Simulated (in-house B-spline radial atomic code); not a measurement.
Ionisation energies along the 64-electron series, configuration [Kr] 4d10 4f14 5s2 5p2, as differences of self-consistent energies. NIST's values go from ground level to ground level; the uncertainty of those that are theory runs from under 0.1 % in few-electron ions to several per cent in heavy many-electron ones. Computed with an all-electron radial atomic-structure program (B-spline basis): non-relativistic Hartree-Fock, average of the configuration, point nuclei.

This level leaves out relativity, spin-orbit splitting included, which matters for heavy ions.

```tsv
ion	configuration after	ionisation energy (eV)	IE/(q+1)² (eV)	-ε less Coulomb ΔSCF (eV)	tabulated value (eV)	tabulated kind	computed minus tabulated (eV)
Ir13+	[Kr] 4d10 4f14 5s2 5p1	274.9	1.4023	0.38713	303	tabulated theory	-28.1
Pt14+	[Kr] 4d10 4f14 5s2 5p1	?	?	?	?	tabulated theory	?
Au15+	[Kr] 4d10 4f14 5s2 5p1	334.6	1.3069	0.37734	365	tabulated theory	-30.4
Hg16+	[Kr] 4d10 4f14 5s2 5p1	?	?	?	?	tabulated theory	?
Tl17+	[Kr] 4d10 4f14 5s2 5p1	399.0	1.2315	0.37142	439	tabulated theory	-40.0
```

Question: Fill in the row of Pt14+.

Answer: ionisation energy (eV): 304.1; IE/(q+1)² (eV): 1.3516; -ε less Coulomb ΔSCF (eV): 0.38163; tabulated value (eV): 332; computed minus tabulated (eV): -27.9.

Question: Fill in the row of Hg16+.

Answer: ionisation energy (eV): 366.2; IE/(q+1)² (eV): 1.2671; -ε less Coulomb ΔSCF (eV): 0.374; tabulated value (eV): 402; computed minus tabulated (eV): -35.8.
